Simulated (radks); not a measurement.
Values are calculated unless marked as measured or tabulated.
All-electron atom: Ti3+ in [Ne] 3s2 3p4 3d1 4p2 (not the ground configuration).

Code: a radial shooting solver on a logarithmic mesh with Libxc functionals. Model: non-relativistic Kohn-Sham, SOGGA, spin-polarised, spherical densities, point nucleus; open shells are filled with parallel spins first.

Energy parts (eV):
part                      energy
total                 -22920.948
kinetic                22903.259
electron-nucleus      -53360.711
Hartree                 8595.254
exchange-correlation   -1058.751

Orbitals (lengths in bohr, moments of r in powers of bohr):
\begin{tabular}{lrrrr}
orbital & occ. & eigenvalue (eV) & <r^2> & <1/r> \\ \hline
1s up & 1 & -4891.365 & 0.006618 & 21.51 \\
1s down & 1 & -4890.382 & 0.006616 & 21.51 \\
2s up & 1 & -589.0528 & 0.1269 & 4.493 \\
2s down & 1 & -587.6536 & 0.1264 & 4.497 \\
2p up & 3 & -502.3287 & 0.1041 & 4.433 \\
2p down & 3 & -500.7211 & 0.1038 & 4.436 \\
3s up & 1 & -113.9902 & 1.063 & 1.460 \\
3s down & 1 & -108.6101 & 1.076 & 1.451 \\
3p up & 3 & -90.0727 & 1.168 & 1.363 \\
3p down & 1 & -84.8107 & 1.188 & 1.352 \\
3d up & 1 & -52.6634 & 1.418 & 1.145 \\
3d down & 0 & -47.7995 & 1.462 & 1.135 \\
4p up & 2 & -27.4771 & 7.710 & 0.5097 \\
\end{tabular}

The highest occupied level is 4p up at -27.477 eV. The configuration is held as typed, so some empty levels lie below it. Spin moment in Bohr magnetons: 5. Summed over all electrons, <r^2> = 24.56 bohr^2, which gives a Langevin (diamagnetic) susceptibility term of -19.5 x 10^-6 cm^3/mol. The spin density at the nucleus is -0.4927 e/bohr^3 (1s -0.7851, 2s -0.3310, 3s 0.6234), a Fermi contact field of -25.8 T. The density falls to 0.001 e/bohr^3 at r = 4.06 bohr. Virial ratio -V/T = 2.00077. The electron density at the nucleus is 7131 e/bohr^3.
